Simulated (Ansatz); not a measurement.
Input for Ansatz (an electronic-structure program): SC-NEVPT2 on SA-CASSCF(2,2)/cc-pV(D+d)Z on F2Si (SMILES F[Si]F), 2S+1 = 3, a spin state set in the input, which need not be the lowest. Files ending in .json are basis or fitting sets from the Basis Set Exchange.

Ansatz 0.2 input:
```yaml
crystal:
  periodic: [false, false, false]
  atoms:
    - {symbol: F, position_ang: [-1.23895804, -0.45010427, 0.00000000]}
    - {symbol: Si, position_ang: [-0.00055932, 0.57716124, 0.00000000]}
    - {symbol: F, position_ang: [1.23982810, -0.44770210, 0.00000000]}
basis:
  gaussian:
    orbitals: cc-pV_D+d_Z.json
magnetization: {spin_polarized: false, initial_magnetization: 2}
correlation: {method: sc_nevpt2, electrons: outside_noble_gas, active_space: {window: {electrons: 2, orbitals: 2}, states: [{multiplicity: 1, weights: [1]}, {multiplicity: 3, weights: [1]}]}}
output: {orbitals: {seedname: ./end}}
```

It printed:

```
WARN ansatz: RAYON_NUM_THREADS=1 ignored (pool sized by the plan → 1); use --threads N
Functional definition: HF
integrals: 0.01 GiB planned
910 factors; integrals over basis functions are off by at most 1.2e-7 eV
mean field: 0.17 GiB planned
mean field evaluation 1: about -13271.5935 eV, gradient 3.0e1 eV
mean field evaluation 2: about -13271.6305 eV, gradient 3.0e1 eV
mean field evaluation 4: about -13274.0550 eV, gradient 2.3e0 eV
mean field evaluation 8: about -13274.1002 eV, gradient 1.2e-1 eV
mean field -13274.10032868 eV, -487.8141895705 hartree, gradient 3.8e-6 eV, S^2 2.000000; 0 other end points of the search recorded, 0 dependent functions left out
reference -13274.10032868 eV, -487.8141895705 hartree; 17, 15 occupied and 34, 36 virtual orbitals, 910 factors
configuration interaction: 0.19 GiB planned
configuration interaction: 0.00 GiB planned
state -13277.01993850 eV, -487.9214832525 hartree
state -13277.01993850 eV, -487.9214832525 hartree; corrected -13288.94403551 eV, -488.3596857352 hartree
configuration interaction: 0.00 GiB planned
configuration interaction: 0.00 GiB planned
state -13274.03578117 eV, -487.8118174933 hartree
state -13274.03578117 eV, -487.8118174933 hartree; corrected -13285.71643828 eV, -488.2410737248 hartree
Total energy: -13287.33023690 eV, -488.3003797300 hartree
```

The run converged. The last total energy is the mean of the averaged states.

Cost: about 1.1 core-seconds (a rough figure).
